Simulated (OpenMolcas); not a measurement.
# 3d⁷ along the 25-electron sequence

* Program: OpenMolcas
* Method: MS-CASPT2, IPEA 0.25 Eh, imaginary shift 0.1 Eh
* Basis: ANO-R2
* Scalar Hamiltonian: X2C, finite nucleus
* Spin-orbit coupling: RASSI with atomic mean-field integrals over the reference wave functions, term energies averaged over their components

Active space for each ion: 7 electrons in 5 orbitals (3d); closed shells correlated by CASPT2: 3s 3p.

Computed levels in cm-1 above ⁴F_9/2:

| Level | Co2+ | Ni3+ | Cu4+ |
| --- | --- | --- | --- |
| ⁴F_7/2 | 833 | 1156 | 1554 |
| ⁴F_5/2 | 1443 | 1993 | 2660 |
| ⁴F_3/2 | 1860 | 2560 | 3410 |
| ⁴P_5/2 | 15610 | 18220 | 20810 |
| ⁴P_3/2 | 15810 | 18450 | 21050 |
| ⁴P_1/2 | 16250 | 19090 | 21950 |
| ²G_9/2 | 16510 | 19520 | 22350 |
| ²G_7/2 | 17290 | 20610 | 23830 |
| ²P_3/2 | 19780 | 23370 | 26820 |
| weight of ⁴F in the lowest level (%) | 100 | 100 | 100 |

Measured, with the error of the calculation in %. Measured levels: Co2+ from Sugar and Corliss, J. Phys. Chem. Ref. Data 10, 1097 (1981); Ni3+ from Corliss and Sugar, J. Phys. Chem. Ref. Data 10, 197 (1981); Cu4+ from Sugar and Musgrove, J. Phys. Chem. Ref. Data 19, 527 (1990).

```
 Level          Co2+          Ni3+          Cu4+
⁴F_7/2    841 (-0.9)   1190 (-2.8)   1616 (-3.8)
⁴F_5/2   1451 (-0.6)   2042 (-2.4)   2759 (-3.4)
⁴F_3/2   1867 (-0.4)   2621 (-2.3)   3528 (-3.3)
⁴P_5/2  15202 (+2.7)  18119 (+0.5)  20827 (-0.1)
⁴P_3/2  15428 (+2.5)  18367 (+0.5)  21066 (-0.1)
⁴P_1/2  15811 (+2.8)  18958 (+0.7)  21935 (+0.1)
²G_9/2  16978 (-2.8)  19830 (-1.6)  22575 (-1.0)
²G_7/2  17766 (-2.7)  20948 (-1.6)  24100 (-1.1)
²P_3/2  20195 (-2.1)  23649 (-1.2)  27016 (-0.7)
```

The fine-structure level ⁴F_3/2 changes by a factor of 1.83 from Co2+ to Cu4+. Its fourth root runs 6.57, 7.11, 7.64, with steps per unit of Z of 0.55, 0.53; equal steps would mean a (Z - σ)^4 law with constant σ.

⁴P_5/2 changes by a factor of 1.33 over the same range, with steps per unit of Z of +2610, +2590 cm-1.

CASPT2 does not keep the components of a term degenerate, so their means are used; among the terms shown or strongly mixed into the levels shown the widest spread is 1200 cm-1 (3d⁷ ⁴F, Co2+). Computed and measured levels are paired by configuration, term and J; levels that our copy of the source lacks, or whose pairing is in doubt (as where it misses far off the trend of its configuration), stay unpaired and out of the deviations. Levels of configurations outside the active space are missing.
